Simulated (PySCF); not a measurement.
Bi(H)(Me)2 (C2H7Bi), SMILES [CH3][BiH][CH3].

Geometry optimised at B3LYP-D3(BJ)/def2-SVP. The def2 effective core potentials stand for the cores of Bi; spin–orbit coupling is left out.

Calculation: B3LYP-D3(BJ)/def2-SVP in PySCF 2.14.0.

Frequencies are harmonic and unscaled.

| mode | ν (cm⁻¹) | IR (km/mol) | moving atoms (share of kinetic energy) |
|---|---|---|---|
| 1 | 97 | 0.0 | H 98 % |
| 2 | 100 | 0.0 | H 90 %, C 9 % |
| 3 | 153 | 0.3 | C 56 %, H 39 % |
| 4 | 453 | 14.2 | C 74 %, H 20 % |
| 5 | 455 | 24.2 | C 73 %, H 19 % |
| 6 | 510 | 6.7 | H 98 % |
| 7 | 524 | 8.4 | H 97 % |
| 8 | 692 | 4.7 | H 89 %, C 11 % |
| 9 | 784 | 11.4 | H 86 %, C 14 % |
| 10 | 789 | 30.0 | H 82 %, C 17 % |
| 11 | 799 | 19.4 | H 84 %, C 15 % |
| 12 | 1176 | 11.6 | H 83 %, C 17 % |
| 13 | 1189 | 4.9 | H 84 %, C 16 % |
| 14 | 1431 | 1.9 | H 94 % |
| 15 | 1433 | 3.5 | H 94 % |
| 16 | 1440 | 1.6 | H 95 % |
| 17 | 1441 | 8.1 | H 95 % |
| 18 | 1758 | 288.5 | H 100 % |
| 19 | 3047 | 14.3 | H 98 % |
| 20 | 3049 | 18.7 | H 98 % |
| 21 | 3159 | 2.4 | H 90 %, C 10 % |
| 22 | 3159 | 10.5 | H 90 %, C 10 % |
| 23 | 3172 | 6.4 | H 90 %, C 10 % |
| 24 | 3172 | 4.0 | H 90 %, C 10 % |
